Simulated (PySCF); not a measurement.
**Electric field gradients and quadrupole coupling constants**

H₆O₃Si₃.
Numbering: `[O:1]1[SiH2:2][O:3][SiH2:4][O:5][SiH2:6]1` (hydrogens: H7, H8 on Si2; H9, H10 on Si4; H11, H12 on Si6)

Geometry (PBE0-D3(BJ)/def2-SVP, Å), atoms numbered from 1 in this order:
```
atom  x, y, z in Å
O1     0.8271    1.3067   -0.0211
Si2    1.7346   -0.0533    0.2815
O3     0.6981   -1.3536    0.2680
Si4   -0.9409   -1.4853    0.0194
O5    -1.5238    0.0445   -0.2734
Si6   -0.7931    1.5378   -0.3160
H7     2.3689    0.0620    1.6199
H8     2.7525   -0.2185   -0.7879
H9    -1.1956   -2.3465   -1.1637
H10   -1.5834   -2.0370    1.2401
H11   -1.3701    2.4038    0.7443
H12   -0.9720    2.1379   -1.6630
```

Field gradients from the PBE0/pcSseg-1 density (PySCF, non-relativistic), principal values in atomic units, ordered |Vxx| ≤ |Vyy| ≤ |Vzz|:

```
atom      Vxx      Vyy     Vzz
  O1  -0.3180  -0.7172  1.0352
  O3  -0.3180  -0.7174  1.0354
  O5  -0.3166  -0.7178  1.0344
```

Task: Find the asymmetry η = (Vxx − Vyy)/Vzz and the couplings χ = eQV/h (234.96 MHz × Q in barn × V in au), with Q(17O) = −0.0256 b.

Result: 
| atom | environment | nucleus | η | χzz (MHz) | χxx (MHz) | χyy (MHz) |
| --- | --- | --- | --- | --- | --- | --- |
| O1 | siloxane oxygen | 17O | 0.39 | -6.23 | 1.91 | 4.31 |
| O3 | siloxane oxygen | 17O | 0.39 | -6.23 | 1.91 | 4.32 |
| O5 | siloxane oxygen | 17O | 0.39 | -6.22 | 1.90 | 4.32 |

The tensor is traceless: Vxx + Vyy + Vzz = 0.

Task: What is Vzz at O5 in SI units (1 au = 9.71736 × 10²¹ V/m²)?

Result: 1.0344 au = 10.052 × 10²¹ V/m².

Task: What couplings would deuterons (Q(2H) = 0.00286 b) have in place of the hydrogens, at this geometry?

Result: 
| atom | bonded to | bond length (Å) | Vzz (au) | η | χzz (kHz) |
| --- | --- | --- | --- | --- | --- |
| H7 | Si2 | 1.486 | 0.1388 | 0.00 | 93 |
| H8 | Si2 | 1.486 | 0.1389 | 0.00 | 93 |
| H9 | Si4 | 1.485 | 0.1390 | 0.00 | 93 |
| H10 | Si4 | 1.486 | 0.1388 | 0.00 | 93 |
| H11 | Si6 | 1.486 | 0.1388 | 0.00 | 93 |
| H12 | Si6 | 1.485 | 0.1390 | 0.00 | 93 |

Isolated species at its PBE0-D3(BJ)/def2-SVP geometry, gas phase. With a basis this small, the couplings can be 20 % off.
